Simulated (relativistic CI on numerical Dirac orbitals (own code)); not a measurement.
## Calculated levels, Au¹⁰⁺

Method of calculation: Dirac-Coulomb-Breit CI, KLI orbitals optimised for each configuration, a model potential for QED, unscaled Slater integrals (own radial code, finite nucleus).

CI space (outside the closed core [Kr] 4d10): 4f¹⁴5s²5p⁶5d, 4f¹⁴5s²5p⁶6s, 4f¹⁴5s²5p⁶5f, 4f¹⁴5s²5p⁵5d², 4f¹⁴5s²5p⁶6p, 4f¹⁴5s²5p⁶5g, 4f¹⁴5s5p⁶5d², 4f¹⁴5s²5p⁶6d, 4f¹⁴5s²5p⁵5d5f, 4f¹⁴5s²5p⁶7s, 4f¹⁴5s²5p⁶7p, 4f¹⁴5s²5p⁵5d6s, 4f¹⁴5s²5p⁵5d5g, 4f¹³5s²5p⁶5d², 4f¹⁴5s²5p⁶6f, 4f¹⁴5s5p⁶5d5f, 4f¹⁴5s²5p⁶7d, 4f¹⁴5s²5p⁶8s, 4f¹⁴5s²5p⁵5d6p, 4f¹⁴5s²5p⁶8p, 4f¹⁴5s5p⁶5d5g, 4f¹³5s²5p⁶5d6s, 4f¹⁴5s5p⁶6s², 4f¹⁴5p⁶5d³, 4f¹⁴5p⁵5d⁴. Double excitations out of closed p, d and f shells are left out; levels of such configurations are missing from the list, as are those of other unlisted configurations, and high levels can miss mixing partners. Some configurations lack a partner that the ground configuration has and come out too high, among them 4f¹⁴5s²5p⁵5d5f, 4f¹⁴5s²5p⁵5d6s, 4f¹⁴5s²5p⁵5d5g, 4f¹³5s²5p⁶5d², 4f¹⁴5s²5p⁵5d6p.

The lowest level is 4f¹⁴5s²5p⁶5d ²D3/2, with 99 % of that term; Hund's rules for 4f¹⁴5s²5p⁶5d give ²D with J = 3/2, in agreement.

```tsv
No.	Configuration	Term	J	E (eV)	%	Landé g	jj configuration (%)
1	4f¹⁴5s²5p⁶5d	²D	3/2	0.0000	99	0.799	5d3/2 (99)
2	4f¹⁴5s²5p⁶5d	²D	5/2	2.6825	99	1.200	5d5/2 (99)
3	4f¹⁴5s²5p⁶6s	²S	1/2	35.6206	99	2.002	6s (99)
4	4f¹⁴5s²5p⁶6p	²P°	1/2	50.0813	99	0.665	6p1/2 (99)
5	5p⁵5d²(3F)	⁴D°	1/2	54.2947	93	0.060	5p3/2^3 5d3/2^2 (78)
6	5p⁵5d²(3F)	⁴D°	3/2	54.5838	66	1.074	5p3/2^3 5d3/2^2 (83)
7	5p⁵5d²(3F)	⁴D°	5/2	55.7140	42	1.154	5p3/2^3 5d3/2^2 (60)
8	4f¹⁴5s²5p⁶6p	²P°	3/2	55.7538	99	1.333	6p3/2 (99)
9	5p⁵5d²(3F)	⁴G°	7/2	56.7776	41	1.071	5p3/2^3 5d3/2^2 (73)
10	5p⁵5d²(1G)	²F°	5/2	56.8561	29	1.187	5p3/2^3 5d3/2 5d5/2 (70)
11	5p⁵5d²(3P)	⁴D°	7/2	57.6686	55	1.293	5p3/2^3 5d3/2 5d5/2 (64)
12	5p⁵5d²(3F)	⁴G°	9/2	57.9256	72	1.191	5p3/2^3 5d3/2 5d5/2 (97)
13	5p⁵5d²(3P)	⁴P°	5/2	58.7100	48	1.270	5p3/2^3 5d3/2 5d5/2 (84)
14	5p⁵5d²(3P)	⁴P°	3/2	58.7543	39	1.444	5p3/2^3 5d3/2 5d5/2 (55)
15	5p⁵5d²(3F)	⁴G°	11/2	58.7849	83	1.242	5p3/2^3 5d3/2 5d5/2 (60)
16	5p⁵5d²(1D)	²D°	3/2	58.9378	41	1.028	5p3/2^3 5d3/2^2 (48)
17	5p⁵5d²(3F)	²G°	7/2	59.9112	49	1.033	5p3/2^3 5d3/2 5d5/2 (80)
18	4f¹⁴5s²5p⁶5f	²F°	5/2	60.2834	48	0.883	5f5/2 (48)
19	5p⁵5d²(3P)	⁴P°	1/2	60.5889	39	1.664	5p3/2^3 5d3/2 5d5/2 (94)
20	5p⁵5d²(1D)	²F°	7/2	60.5990	47	1.166	5p3/2^3 5d5/2^2 (47)
21	5p⁵5d²(1D)	²D°	5/2	61.4051	51	1.171	5p3/2^3 5d5/2^2 (73)
22	5p⁵5d²(3F)	⁴F°	9/2	61.6641	57	1.236	5p3/2^3 5d5/2^2 (56)
23	5p⁵5d²(3P)	⁴D°	7/2	61.6668	46	1.242	5p3/2^3 5d3/2 5d5/2 (85)
24	5p⁵5d²(1G)	²H°	11/2	61.6951	83	1.121	5p3/2^3 5d5/2^2 (60)
25	5p⁵5d²(3P)	²D°	3/2	62.2629	31	1.218	5p3/2^3 5d3/2 5d5/2 (87)
26	5p⁵5d²(3P)	²D°	5/2	62.6106	37	1.215	5p3/2^3 5d3/2 5d5/2 (70)
27	5p⁵5d²(1D)	²P°	1/2	63.8825	60	1.272	5p3/2^3 5d5/2^2 (94)
28	5p⁵5d²(1G)	²G°	9/2	63.9763	63	1.052	5p3/2^3 5d3/2 5d5/2 (58)
29	5p⁵5d²(1D)	²F°	7/2	64.8880	48	1.190	5p3/2^3 5d5/2^2 (71)
30	5p⁵5d²(3P)	²D°	3/2	65.9377	38	0.842	5p3/2^3 5d3/2 5d5/2 (67)
31	5p⁵5d²(1S)	²P°	3/2	68.2261	65	1.239	5p3/2^3 5d5/2^2 (89)
32	5p⁵5d²(1G)	²F°	5/2	69.4511	27	0.933	5p3/2^3 5d5/2^2 (33)
33	5p⁵5d²(1G)	²G°	7/2	69.7276	44	1.085	5p3/2^3 5d5/2^2 (47)
34	5p⁵5d²(3P)	²P°	1/2	69.7938	43	0.647	5p3/2^3 5d3/2 5d5/2 (61)
35	5p⁵5d²(3F)	⁴F°	5/2	70.9198	22	0.993	5p3/2^3 5d3/2 5d5/2 (30)
36	5p⁵5d²(1S)	²P°	3/2	70.9978	36	1.465	5p3/2^3 5d5/2^2 (66)
37	4f¹⁴5s²5p⁶6d	²D	3/2	77.3670	99	0.799	6d3/2 (99)
38	5p⁵5d²(3F)	⁴G°	7/2	77.7093	43	1.031	5p1/2 5p3/2^4 5d3/2 5d5/2 (96)
39	4f¹⁴5s²5p⁶6d	²D	5/2	78.3931	99	1.200	6d5/2 (99)
40	5p⁵5d²(3F)	²D°	5/2	78.5099	28	0.989	5p1/2 5p3/2^4 5d3/2 5d5/2 (88)
41	5p⁵5d²(3P)	⁴D°	3/2	79.0102	38	1.088	5p1/2 5p3/2^4 5d3/2 5d5/2 (95)
42	5p⁵5d²(3F)	²F°	5/2	79.1572	65	0.880	5p1/2 5p3/2^4 5d3/2^2 (62)
43	5p⁵5d²(3P)	²S°	1/2	79.3707	35	1.660	5p1/2 5p3/2^4 5d3/2 5d5/2 (96)
44	5p⁵5d²(3F)	²G°	9/2	79.5165	44	1.094	5p1/2 5p3/2^4 5d3/2 5d5/2 (83)
45	5p⁵5d²(3F)	²F°	7/2	81.0761	35	1.214	5p1/2 5p3/2^4 5d5/2^2 (93)
46	5p⁵5d²(1D)	²P°	3/2	82.4267	28	1.349	5p1/2 5p3/2^4 5d5/2^2 (96)
47	5p⁵5d²(1G)	²G°	9/2	82.7111	45	1.061	5p1/2 5p3/2^4 5d5/2^2 (82)
48	5p⁵5d²(3P)	²D°	5/2	83.3209	39	1.122	5p1/2 5p3/2^4 5d5/2^2 (96)
49	5p⁵5d²(3P)	²P°	1/2	84.3384	58	0.691	5p1/2 5p3/2^4 5d3/2^2 (48)
50	5p⁵5d²(3F)	²D°	3/2	87.2870	76	0.813	5p1/2 5p3/2^4 5d3/2^2 (74)
51	5p⁵5d²(1G)	²F°	7/2	87.3625	67	1.099	5p1/2 5p3/2^4 5d3/2 5d5/2 (82)
52	5p⁵5d²(1S)	²P°	1/2	87.6020	97	0.666	5p1/2 5p3/2^4 5d5/2^2 (64)
53	5p⁵5d²(3F)	²D°	5/2	88.1402	68	1.169	5p1/2 5p3/2^4 5d3/2 5d5/2 (73)
54	5p⁵5d²(3P)	²P°	3/2	88.9061	73	1.368	5p1/2 5p3/2^4 5d3/2 5d5/2 (78)
55	4f¹⁴5s²5p⁶7s	²S	1/2	89.2273	100	2.002	7s (100)
56	4f¹⁴5s²5p⁵5d6s	⁴P°	1/2	90.7483	90	2.466	5p3/2^3 5d3/2 6s (98)
57	4f¹⁴5s²5p⁵5d6s	⁴P°	3/2	92.0271	76	1.600	5p3/2^3 5d3/2 6s (84)
58	4f¹⁴5s²5p⁵5d6s	²P°	1/2	92.9997	76	0.631	5p3/2^3 5d3/2 6s (86)
59	4f¹⁴5s²5p⁵5d6s	⁴F°	7/2	93.8545	62	1.233	5p3/2^3 5d3/2 6s (90)
60	4f¹⁴5s²5p⁵5d6s	⁴D°	5/2	93.8591	35	1.230	5p3/2^3 5d3/2 6s (90)
61	4f¹⁴5s²5p⁵5d6s	²F°	5/2	94.6013	44	1.131	5p3/2^3 5d3/2 6s (82)
62	4f¹⁴5s²5p⁵5d6s	²D°	3/2	94.8217	38	0.904	5p3/2^3 5d3/2 6s (96)
63	4f¹⁴5s²5p⁵5d6s	⁴F°	9/2	94.9213	100	1.333	5p3/2^3 5d5/2 6s (100)
64	4f¹⁴5s²5p⁶7p	²P°	1/2	95.9288	93	0.652	7p1/2 (93)
65	4f¹³5d²(3F)	⁴F°	7/2	96.3446	35	1.140	4f7/2^7 5d3/2^2 (91)
66	4f¹⁴5s²5p⁵5d6s	²D°	5/2	96.3815	22	1.228	4f7/2^7 5d3/2^2 (51)
67	4f¹⁴5s²5p⁵5d6s	²D°	5/2	96.4847	33	1.229	5p3/2^3 5d5/2 6s (41)
68	4f¹⁴5s²5p⁵5d6s	²F°	7/2	96.5003	86	1.154	5p3/2^3 5d5/2 6s (89)
69	4f¹³5d²(3F)	⁴P°	3/2	96.5734	37	1.463	4f7/2^7 5d3/2^2 (87)
70	4f¹⁴5s²5p⁵5d6s	²D°	3/2	96.7728	45	1.027	5p3/2^3 5d5/2 6s (90)
```

Energies count from the lowest computed level; ° marks odd parity. Percentages are summed over parent terms; the parents shown are those of the largest component, closed shells are left out there. Filled j subshells are mostly left out of the jj labels.

The mean weight of the leading LS term, summed over parents, in these 70 levels is 58 %, and that of the leading jj configuration (from the same eigenvectors) 78 %, so jj coupling describes them better and the LS labels are nominal.

At this charge transitions that keep the count of f electrons are usually good to a few per cent. Terms inside the open d or f shell come out 10 to 20 % too wide with unscaled integrals. Levels and lines within the n = 5 or 6 shells can be off by up to 10 % or somewhat more, and those that change n by about 2 %, since core polarisation is missing. Levels that differ in their count of f electrons can be misplaced by several ten thousand cm⁻¹, since the correlation energy of f electrons is missing or only estimated; rates across such gaps can be off by orders of magnitude.

LS names give the leading component of a level, which can be under half, so a name can repeat, a term be missing and a line seem to break the LS rules.
